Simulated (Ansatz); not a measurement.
`C#CBBC` + NH₃ → `CBBN` + acetylene at 500 K and 1 bar (ligand exchange at a B–C bond).

Program: Ansatz. Geometries: PBE0-D4/def2-TZVP. ΔE: electronic, gas phase. CBS: MP2 limit from def2 TZ/QZ plus the TZ coupled-cluster correction, frozen cores. This one scheme is used for every species. Each species was taken in one conformer, which may not be the lowest.

```
 species  CCSD(T)/CBS energy (Eh)  H − E (kJ/mol)  S (J/(mol·K))
`C#CBBC`               -167.26726           255.4          408.0
     NH₃                -56.50880           108.2          211.8
  `CBBN`               -146.57531           274.6          377.4
   `C#C`                -77.22717            90.7          225.3
```

H − E and S are ideal-gas, rigid-rotor, harmonic terms from PBE0-D4/def2-TZVP, for one conformer and one mirror image of each species. 1 Eh = 2625.50 kJ/mol, R = 8.31446 J/(mol·K).

Question: By hand: ΔE, ΔH, ΔS and ΔG.

Answer: ΔE = (-146.57531) + (-77.22717) − (-167.26726) − (-56.50880) = -0.02642 Eh = -69.4 kJ/mol. Δ(H − E) = 274.6 + 90.7 − 255.4 − 108.2 = 1.7, so ΔH = -67.7 kJ/mol. ΔS = 377.4 + 225.3 − 408.0 − 211.8 = -17.1 J/(mol·K). ΔG = -67.7 − 500 × (-17.1)/1000 = -59.2 kJ/mol.

Question: By hand: the equilibrium constant, and the temperature at which ΔG would vanish if ΔH and ΔS stayed fixed.

Answer: log₁₀ K = −ΔG/(RT ln 10) = 6.2. ΔG = 0 at ΔH/ΔS = 3959 K, far beyond where these terms or the molecules hold.

ΔH outweighs TΔS. A doubt of 5 kJ/mol in ΔE shifts log₁₀ K by 0.5 here. Other conformers and mirror images would add mixing entropy, several J/(mol·K) or more a flexible species. These are equilibria of isolated gas molecules and say nothing of rates. Largest T1 diagnostic: 0.014 (customary marks: 0.02 for closed shells, 0.045 for open ones).
